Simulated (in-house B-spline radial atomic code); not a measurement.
**Solving the quasi-particle equation for 4d of Xe⁸⁺**

Configuration [Kr] 4d10, start LDA VWN5; correlation leaves out the 2 deepest shells. Computed with a B-spline radial code for spherical atoms: all electrons, scalar-relativistic (spin-free one-electron X2C), finite nucleus, each spin shell either full or empty, empty states to l = 9 with an (l + 1/2)⁻⁴ tail; G0W0 by contour deformation at full frequency.

At the mean-field level ε = -167.915 eV the matrix elements are Σx = -59.067 eV, v_xc = -46.162 eV and Σc(ε) = -0.3 eV, and the slope of the correlation self-energy is dΣc/dω = -0.0304. The quasi-particle energy solves E = ε + Σx − v_xc + Σc(E).

**Question.** What does the linearised equation give?

**Answer.** Z = 1/(1 − dΣc/dω) = 1/1.0304 = 0.9705. The first-order shift is Σx − v_xc + Σc(ε) = -59.067 − (-46.162) + (-0.3) = -13.205 eV, so E ≈ ε + Z × shift = -167.915 + 0.9705 × (-13.205) = -180.730 eV.

**Question.** How does that compare with the full solution and with static screening?

**Answer.** Solving the equation at full frequency dependence gives E = -180.713 eV, where Σc = 0.106 eV and the weight is 0.968; the linearised value is off by 17 meV. Leaving Z out would give -181.120 eV. Static COHSEX puts -4.056 eV in place of Σc and gives -184.876 eV, 4.16 eV deeper. The tabulated removal energy is 179.84 ± 0.12 eV (NIST, measured); the run leaves out spin-orbit coupling, Breit and QED terms.
